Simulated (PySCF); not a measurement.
# Electron correlation in Rb²⁺ (rubidium, charge +2)

[Ar] 3d10 4s2 4p5, 2P determinant. Calculation: PySCF 2.14, in def2-SVP with the def2 core potential (28 electrons); a scalar-relativistic core potential. Frozen: 4s2; 5 electrons correlated.

Total MP2 correlation energy: -19.03 mhartree.

Same-spin part -5.34 and opposite-spin part -13.70 mhartree; SCS-MP2 scales them by 1/3 and 6/5 to -18.21 mhartree.

| level | correlation energy (mhartree) |
| --- | --- |
| CCSD | -22.08 |
| (T) | -0.19 |
| CCSD(T) | -22.27 |

Diagnostics: T1 = 0.0043, D1 = 0.0064, largest double amplitude 0.014.

Cost of the coupled-cluster step: 0.3 s of wall time on 1 thread of Intel(R) Xeon(R) Platinum 8375C CPU @ 2.90GHz (shared host), for 5 correlated electrons.
